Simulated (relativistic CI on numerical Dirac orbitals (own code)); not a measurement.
Level scheme of I⁴²⁺

These numbers are calculated, not measured: Dirac-Coulomb-Breit CI, orbitals from a KLI potential per configuration, QED by a radiative potential, unscaled Slater integrals (own radial code, finite nucleus).

CI space (outside the closed core [Ne]): 3s, 3p, 3d, 4s, 4p, 4d, 4f, 5s, 5p, 5d, 5f, 5g, 6s, 6p, 6d, 7s, 7p. Levels of other configurations are missing.

The lowest level is 3s ²S1/2, with 100 % of that term; Hund's rules for 3s give ²S with J = 1/2, in agreement.

```tsv
No.	Configuration	Term	J	E (eV)	%	Next component (%)	Landé g	jj configuration (%)
1	3s	²S	1/2	0.00	100		1.994	3s (100)
2	3p	²P°	1/2	97.57	100		0.657	3p1/2 (100)
3	3p	²P°	3/2	176.49	100		1.327	3p3/2 (100)
4	3d	²D	3/2	300.32	100		0.793	3d3/2 (100)
5	3d	²D	5/2	317.88	100		1.194	3d5/2 (100)
6	4s	²S	1/2	1452.40	100		1.998	4s (100)
7	4p	²P°	1/2	1492.72	100		0.661	4p1/2 (100)
8	4p	²P°	3/2	1524.80	100		1.330	4p3/2 (100)
9	4d	²D	3/2	1571.62	100		0.796	4d3/2 (100)
10	4d	²D	5/2	1579.26	100		1.197	4d5/2 (100)
11	4f	²F°	5/2	1603.97	100		0.854	4f5/2 (100)
12	4f	²F°	7/2	1607.22	100		1.140	4f7/2 (100)
13	5s	²S	1/2	2097.28	100		1.999	5s (100)
14	5p	²P°	1/2	2117.56	100		0.663	5p1/2 (100)
15	5p	²P°	3/2	2133.66	100		1.332	5p3/2 (100)
16	5d	²D	3/2	2156.55	100		0.797	5d3/2 (100)
17	5d	²D	5/2	2160.50	100		1.198	5d5/2 (100)
18	5f	²F°	5/2	2172.72	100		0.855	5f5/2 (100)
19	5f	²F°	7/2	2174.39	100		1.141	5f7/2 (100)
20	5g	²G	7/2	2176.00	100		0.887	5g7/2 (100)
21	5g	²G	9/2	2177.00	100		1.109	5g9/2 (100)
22	6s	²S	1/2	2439.08	100		2.000	6s (100)
23	6p	²P°	1/2	2450.66	100		0.664	6p1/2 (100)
24	6p	²P°	3/2	2459.87	100		1.333	6p3/2 (100)
25	6d	²D	3/2	2472.78	100		0.798	6d3/2 (100)
26	6d	²D	5/2	2475.07	100		1.199	6d5/2 (100)
27	7s	²S	1/2	2641.79	100		2.001	7s (100)
28	7p	²P°	1/2	2649.01	100		0.664	7p1/2 (100)
29	7p	²P°	3/2	2654.76	100		1.333	7p3/2 (100)
```

Energies count from the lowest computed level; ° marks odd parity. Filled j subshells are mostly left out of the jj labels.

The mean weight of the leading LS term, summed over parents, in these 29 levels is 100 %, and that of the leading jj configuration (from the same eigenvectors) 100 %.

At this charge energies of transitions that change n are usually good to better than 1 %, and those within a shell (Δn = 0) to a few per cent.
